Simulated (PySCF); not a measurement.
# Dipole response of O⁺ (oxygen, charge +1)

[He] 2s2 2p3, high-spin 4S determinant. Computed with PySCF 2.14 in x2c-QZVPPall with one added diffuse shell each of s, p, d, f type (8s5p4d3f1g, 73 functions), with scalar relativity by spin-free X2C-1e. Coupled (time-dependent) response in atomic units; α is the mean over directions.

```json
{"method": "UHF", "mean α (bohr³)": "2.624", "C₆ (like pair)": "4.942", "S(−4)": "4.978"}
{"method": "PBE", "mean α (bohr³)": "2.681", "C₆ (like pair)": "5.281", "S(−4)": "4.321"}
{"method": "PBE0", "mean α (bohr³)": "2.631", "C₆ (like pair)": "5.121", "S(−4)": "4.280"}
{"method": "revPBE", "mean α (bohr³)": "2.685", "C₆ (like pair)": "5.293", "S(−4)": "4.331"}
{"method": "wB97M-V", "mean α (bohr³)": "2.604", "C₆ (like pair)": "5.133", "S(−4)": "3.814"}
```

S(−4) is the Cauchy moment in α(ω) = α(0) + S(−4) ω² + …

α(iu) at UHF:

| u (hartree) | α(iu) (bohr³) |
| --- | --- |
| 0 | 2.624 |
| 0.0500 | 2.612 |
| 0.100 | 2.576 |
| 0.200 | 2.448 |
| 0.300 | 2.275 |
| 0.500 | 1.913 |
| 0.750 | 1.535 |
| 1.00 | 1.247 |
| 1.50 | 0.8562 |
| 2.00 | 0.6158 |
| 3.00 | 0.3560 |
| 5.00 | 0.1599 |

For an ion, C₆ is the dispersion term alone; charge-induced terms of lower order in 1/R come first.
